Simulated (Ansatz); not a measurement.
Reaction (formal exchange of groups at a Y–Cl bond): `[NH2][Y]([NH2])[Cl]` + CH₄ → `[CH3][Y]([NH2])[NH2]` + HCl

Isolated molecules relaxed with PBE0-D4/def2-TZVP in Ansatz; ΔE leaves out vibrations. CBS: MP2 limit from def2 TZ/QZ plus the TZ coupled-cluster correction, frozen cores. This one scheme is used for every species. DFT in def2-TZVPP. def2 core potentials past Kr. For Y outer-core shells are correlated without core-valence functions, which leaves a few kJ/mol of doubt a bond. Each species was taken in one conformer, which may not be the lowest.

`[NH2][Y]([NH2])[Cl]`:

Cartesian coordinates in Å:
```
N 1.812 0.329 0.215
Y -0.298 0.603 0.185
N -1.444 -1.077 -0.442
Cl -1.361 2.761 0.838
H 2.318 -0.513 -0.036
H 2.512 1.012 0.482
H -1.087 -1.983 -0.723
H -2.453 -1.132 -0.520
```

CH₄:

```xyz
5

C     0.000    0.000    0.000
H    -0.312   -0.556   -0.884
H     0.829    0.658   -0.259
H     0.318   -0.698    0.774
H    -0.835    0.595    0.368
```

`[CH3][Y]([NH2])[NH2]`:

Cartesian coordinates in Å:
```
C -0.829 0.616 1.806
Y 0.125 -0.105 -0.249
N -1.023 -1.339 -1.574
N 2.107 0.524 -0.774
H -0.091 0.737 2.611
H -1.600 -0.064 2.194
H -1.320 1.596 1.707
H -0.747 -1.704 -2.479
H -1.965 -1.675 -1.412
H 2.717 1.111 -0.214
H 2.626 0.304 -1.616
```

HCl:

Cartesian coordinates in Å:
```
Cl -0.234 0.269 -0.531
H 0.234 -0.269 0.531
```

Problem. Is it downhill or uphill in electronic energy at CCSD(T)/CBS, and by how much? (Estimate.)

Solution. Ansatz gave: Uphill: ΔE = +270.2 kJ/mol.

Problem. What do these levels give: PBE-D4, revPBE-D4, BLYP-D4, B2PLYP, PBE-QIDH, BLYP, CAM-B3LYP, HF/def2-SVP, MP2/def2-SVP, HF/def2-TZVPP, MP2/CBS(def2), CCSD/CBS(def2)? (Estimate.)

Solution. The calculation gave: PBE-D4 263.9, revPBE-D4 263.0, BLYP-D4 268.9, B2PLYP 276.2, PBE-QIDH 275.8, BLYP 269.9, CAM-B3LYP 276.8, HF/def2-SVP 313.9, MP2/def2-SVP 294.5, HF/def2-TZVPP 295.5, MP2/CBS(def2) 275.4, CCSD/CBS(def2) 272.2 kJ/mol.

Largest T1 diagnostic among the species: 0.012.

From BLYP to BHLYP (50 % exact exchange), in def2-TZVPP and without D4, ΔE moves by +14.4 kJ/mol. Leaving LDA and LC-ωPBE aside and taking each functional with its dispersion term where it has one, the values, not all of them listed here, spread over 21.3 kJ/mol, from revPBE-D4 to BHLYP-D4. LDA lies −4.0 kJ/mol from PBE without D4. At CCSD(T), def2-SVP lies +20.3 kJ/mol from the extrapolated value and def2-TZVPP −2.9 kJ/mol.
